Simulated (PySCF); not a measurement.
CHCl, SMILES [CH]Cl (connectivity only; charge and spin as stated), neutral, multiplicity 1. Geometry: PBE0-D3(BJ)/def2-TZVPD. The isomer is the one that the SMILES or the coordinates give; other isomers of the formula were not compared.

TDDFT-ωB97X/def2-TZVPD run with PySCF puts the lowest singlet excitations at 1.75, 5.60, 6.17, 6.91, 7.20, 7.44 eV and the lowest triplet (TDA) at 0.53 eV.

Q: What are the lowest singlet roots from EOM-CCSD/aug-cc-pVDZ run with PySCF? (An estimate is asked for; the answer gives what the named calculation found.)

A: 2.02, 5.70, 6.12, 6.52, 6.81, 7.53 eV; triplets 0.52, 5.10, 5.43 eV. S1 differs by 0.27 eV (second minus first; roots are paired by order, and the bases may differ).
